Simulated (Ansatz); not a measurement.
Relaxation of C2H7ClSi2 (12 atoms, charge 0, multiplicity 1), to a largest force component of 0.015 eV/Å in at most 40 steps.

Method: RKS r2SCAN/def2-SVP in Ansatz.

```xyz
12
Properties=species:S:1:pos:R:3
Si -1.552 -0.075 0.384
C 0.103 0.271 -0.244
Si 1.213 -1.007 0.439
C 0.614 1.258 -1.059
Cl -0.418 2.485 -1.762
H -1.747 0.550 1.736
H -2.585 0.598 -0.509
H -1.864 -1.466 0.419
H 0.816 -2.410 -0.049
H 1.064 -1.057 1.938
H 2.622 -0.749 0.120
H 1.592 1.369 -1.354
```

Task: Where does it end, and by what steps?

Result: The run converged. The force dipped under the threshold on the way, but the program's further checks kept it going. After 12 steps the energy has fallen by 0.513 eV; H6 moved furthest, 0.91 Å.

| step | energy less start (eV) | largest force component (eV/Å) | accepted |
| --- | --- | --- | --- |
| 0 | 0.0000 | 4.255 | yes |
| 1 | -0.4011 | 1.009 | yes |
| 2 | -0.3777 | 1.248 | no |
| 3 | -0.4567 | 0.256 | yes |
| 4 | -0.4665 | 0.132 | yes |
| 5 | -0.4793 | 0.069 | yes |
| 6 | -0.4843 | 0.267 | yes |
| 7 | -0.5036 | 0.206 | yes |
| 8 | -0.5065 | 0.306 | yes |
| 9 | -0.5117 | 0.016 | yes |
| 10 | -0.5124 | 0.007 | yes |
| 11 | -0.5126 | 0.036 | yes |
| 12 | -0.5127 | 0.011 | yes |

```xyz
12
Properties=species:S:1:pos:R:3
Si -1.711 0.053 0.330
C 0.108 0.195 -0.139
Si 1.323 -1.150 0.342
C 0.575 1.253 -0.822
Cl -0.427 2.585 -1.345
H -2.124 1.187 1.208
H -2.572 0.026 -0.889
H -1.889 -1.229 1.076
H 0.912 -2.458 -0.252
H 1.358 -1.311 1.828
H 2.688 -0.790 -0.150
H 1.617 1.404 -1.129
```

Run time: 56 s on 2 threads of Arm Neoverse V2 (shared host), peak memory 0.18 GiB.
